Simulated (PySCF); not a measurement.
Electronic absorption of C3H5N3OSi

C3H5N3OSi.
Atom-mapped SMILES: `[O:1]=[CH:2][c:3]1[cH:4][n:5][n:6]([SiH3:7])[n:8]1` (hydrogens: H9 on C2; H10 on C4; H11, H12, H13 on Si7)

Computed with PySCF 2.14.0, density-fitted response routines, TDDFT PBE0/def2-SVPD, vertical, gas phase, core orbitals frozen in the response. Isolated species at its GFN2-xTB geometry (one conformer only). Torsions of this conformer, `[O:1]=[CH:2][c:3]1[cH:4][n:5][n:6]([SiH3:7])[n:8]1`: O1–C2–C3–C4 0°.

Problem. What does the calculation give for the low-lying excited states?

Solution. 

| state | E (eV) | λ (nm) | ν̃ (cm⁻¹) | f | \|μ\| (D) | main configurations (H = HOMO, L = LUMO) |
| --- | --- | --- | --- | --- | --- | --- |
| S1 | 3.84 | 323.2 | 30940 | 0.0002 | 0.13 | H→L (96%) |
| S2 | 5.53 | 224.1 | 44630 | 0.0006 | 0.18 | H-2→L (89%) |
| S3 | 5.72 | 216.6 | 46160 | 0.305 | 3.75 | H-1→L (88%) |
| S4 | 5.97 | 207.7 | 48140 | 0.0011 | 0.22 | H→L+1 (90%) |
| S5 | 6.21 | 199.7 | 50070 | 0.070 | 1.73 | H-3→L (66%), H-1→L+1 (24%) |
| S6 | 6.39 | 194.0 | 51550 | 0.0010 | 0.20 | H-4→L (93%) |
| S7 | 6.57 | 188.8 | 52960 | 0.0012 | 0.22 | H-2→L+1 (90%) |
| S8 | 6.88 | 180.1 | 55520 | 0.062 | 1.54 | H→L+2 (48%), H-1→L+1 (36%), H-3→L (10%) |

Triplets, Tamm–Dancoff:

```
state  E (eV)  λ (nm)  main configurations (H = HOMO, L = LUMO)
   T1    3.25   381.4                                 H→L (93%)
   T2    4.17   297.2                   H-1→L (83%), H-3→L (9%)
   T3    4.89   253.6   H-2→L (64%), H-2→L+1 (17%), H-4→L (14%)
```

The lowest singlet lies at 3.84 eV (323 nm, ultraviolet) and is dark (f under 0.0005); its leading configuration is HOMO→LUMO (96%). The most intense listed level is S3 at 5.72 eV (217 nm, f = 0.305), 1.89 eV above S1. Löwdin shares by element: HOMO oxygen 62%, carbon 24% or more, hydrogen 9% or more; LUMO carbon 36% or more, oxygen 25%, nitrogen 19% or more (atoms not listed hold the other 20%). The oscillator strengths of these states sum to 0.441; summed over the whole spectrum of an exact calculation they would give the number of electrons, 66 (Thomas–Reiche–Kuhn). The listed states span 3.05 eV, and the widest gap between neighbours is 1.70 eV (S1 to S2). Weighted by f, the mean energy of these states is 5.97 eV. The window holds the lowest 8 singlets.
